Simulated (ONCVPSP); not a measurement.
**Transferability test, ONCV potential for P (Z = 15)**

P, optimised norm-conserving Vanderbilt (ONCV), made with ONCVPSP 4.0.1 (LDA (Perdew-Wang 92), scalar-relativistic). Core [He], reference 2s2 2p6 3s1 3p4. Waves: 2s+3s: rc 1.05 bohr, ncon 4, nbas 9, qcut 12.6 1/bohr, 2 projectors; 2p+3p: rc 0.75 bohr, ncon 3, nbas 7, qcut 14.9 1/bohr, 2 projectors. Local part: polynomial inside 0.50 bohr (lpopt 5, dvloc0 0 Ha). Core correction: Teter function, fcfact 4.5, rcfact 1.15.

Energies are relative to the spin-unpolarised reference configuration 2s2 2p6 3s1 3p4; without spin polarisation the order of configurations can differ from experiment.

```json
{"valence configuration": "2s2 2p6 3s2 3p3", "charge": "0", "ΔE all-electron (eV)": "-8.497", "error AE − PS (meV)": "+0.5"}
{"valence configuration": "2s2 2p6 3s2 3p2", "charge": "+1", "ΔE all-electron (eV)": "1.318", "error AE − PS (meV)": "+2.4"}
{"valence configuration": "2s1 2p6 3s2 3p3", "charge": "+1", "ΔE all-electron (eV)": "179.241", "error AE − PS (meV)": "-509"}
```

(1) What are ΔE and the potential's error for 2s2 2p6 3s2 3p1?

Levels in the configuration 2s1 2p6 3s2 3p3:

| level | all-electron (eV) | pseudo (eV) |
| --- | --- | --- |
| 2s | -202.938 | -204.027 |
| 2p | -155.282 | -155.493 |
| 3s | -26.416 | -26.480 |
| 3p | -16.632 | -16.629 |

Answers

(1) ΔE = 20.561 eV all-electron; the error (AE − PS) is +7.8 meV.
